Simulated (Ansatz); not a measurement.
Species: H3BS2O, charge 0, singlet. H3BS2O (borodithioic acid, SMILES OB(S)S).
B3LYP-D3(BJ)/def2-TZVP minimum from Ansatz (a first-principles code):
```xyz
7

B      0.3496    -0.1819     0.0039
O      1.5586    -0.8012    -0.0073
H      1.8050    -1.2484     0.8070
S     -0.8043    -0.1437     1.4212
H     -0.0636    -0.8643     2.2823
S     -0.1116     0.6635    -1.5415
H     -1.3051     1.1157    -1.1254
```

Atomisation energy term by term, kcal/mol (programs: Ansatz). UHF or UKS for unpaired electrons; spin-orbit terms are left out. Correlated methods leave the cores frozen. Rows without X2C or -DK are non-relativistic. CBS(X,Y): correlation extrapolated as X^-3, Hartree-Fock from the larger set (Q,5: extrapolated as (X+1)exp(-9√X)). A bracket is a step between two methods taken in the basis named. 'core' is core correlation in cc-pwCVTZ (1s frozen past Ne), 'X2C' scalar relativity in cc-pVTZ-DK, both at CCSD(T). Where a partner has so few electrons that a lower coupled-cluster level is exact, that level stands in.

| term | basis | kcal/mol |
|---|---|---|
| Hartree-Fock | CBS(cc-pV(Q+d)Z,cc-pV(5+d)Z) | 431.40 |
| CCSD correlation | CBS(cc-pV(Q+d)Z,cc-pV(5+d)Z) | 159.40 |
| (T) | CBS(cc-pV(Q+d)Z,cc-pV(5+d)Z) | 13.28 |
| CCSDT(Q) - CCSD(T) | cc-pV(D+d)Z | 0.72 |
| core correlation | cc-pwCVTZ | 2.50 |
| scalar relativity | X2C, cc-pVTZ-DK | -1.11 |
| sum: De |  | 606.2 |
